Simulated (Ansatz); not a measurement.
Species: AlBr₂I, SMILES `[Br][Al]([Br])[I]` (charge 0, multiplicity 1).

Give a relaxed geometry from PBE0-D3(BJ)/def2-TZVP (Ansatz, a quantum-chemistry and plane-wave program).

the end point of this relaxation (outside a Z-matrix the atoms follow the SMILES, hydrogens last).
Z-matrix (Å, degrees):
```
Al
Br 1 2.2327
Br 1 2.2327 2 119.39
I 1 2.4423 2 120.31 3 180.00
```
